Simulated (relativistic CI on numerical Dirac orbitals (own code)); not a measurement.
# Mo20+: q coefficients and field-shift factors

Computed by Dirac-Coulomb-Breit CI, separate exchange-only KLI orbitals for each configuration, derivatives by finite differences, unscaled Slater integrals, QED left out (own radial code, finite nucleus).

Configurations in the expansion (outside the closed core [Ne] 3s2): 3p6 3d4, 3p5 3d5, 3p6 3d3 4p, 3p6 3d2 4s 4p, 3p6 3d2 4s2, 3p6 3d 4s2 4p. Double excitations out of closed p, d and f shells are left out; levels of such configurations are missing from the list, as are those of other unlisted configurations, and high levels can miss mixing partners.

With x = (α/α₀)² − 1 an excitation energy changes as ω = ω₀ + qx; K = 2q/ω₀ is the relative enhancement. Terms are leading LS components, so labels can repeat. The field-shift factor is F = δν/δ⟨r²⟩ for the transition from the lowest level.

Lowest level 3p6 3d4 5D_0.

| Level | ω₀ (cm⁻¹) | q (cm⁻¹) | F (GHz/fm²) |
| --- | --- | --- | --- |
| 3p6 3d4 5D_1 | 9153.9 | 17630 | 0.0927 |
| 3p6 3d4 5D_2 | 19377.5 | 30990 | 0.168 |
| 3p6 3d4 5D_3 | 28989.0 | 39480 | 0.221 |
| 3p6 3d4 5D_4 | 37395.9 | 42710 | 0.248 |
| 3p6 3d4 3P_0 | 75299.4 | 18530 | 0.19 |
| 3p6 3d4 3H_4 | 80404.8 | 18260 | 0.198 |
| 3p6 3d4 3H_5 | 95617.6 | 36400 | 0.302 |
| 3p6 3d4 3G_3 | 98427.1 | 26690 | 0.261 |
| 3p6 3d4 3P_1 | 99815.1 | 38540 | 0.315 |
| 3p6 3d4 3H_6 | 102518.5 | 40540 | 0.332 |
| 3p6 3d4 3F_2 | 102814.6 | 29300 | 0.278 |
| 3p6 3d4 3F_4 | 113274.8 | 50810 | 0.391 |
| 3p6 3d4 3G_4 | 123414.7 | 44320 | 0.377 |

At this charge energies of transitions that change n are usually good to better than 1 %, and those within a shell (Δn = 0) to a few per cent. Terms inside the open d or f shell come out 10 to 20 % too wide with unscaled integrals.

(1) Which transition from the lowest level has the largest |K|?

Answers

(1) 3p6 3d4 5D_1 at 9153.9 cm⁻¹, K = 3.85.
